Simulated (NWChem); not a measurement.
BeH2Se; SMILES [SeH][BeH]

All runs: NWChem. Coordinates come from a PBE0/def2-SVP optimisation. B3LYP is NWChem's, with the RPA form of VWN correlation. Ions are spin-unrestricted doublets at the neutral geometry; other ion states weren't tried.

Question: Estimate the computed values for B3LYP/def2-SVP. Quantities: −ε(HOMO) (eV).

Answer: 
| Property | Value |
|---|---|
| −ε(HOMO) (eV) | 7.03 |
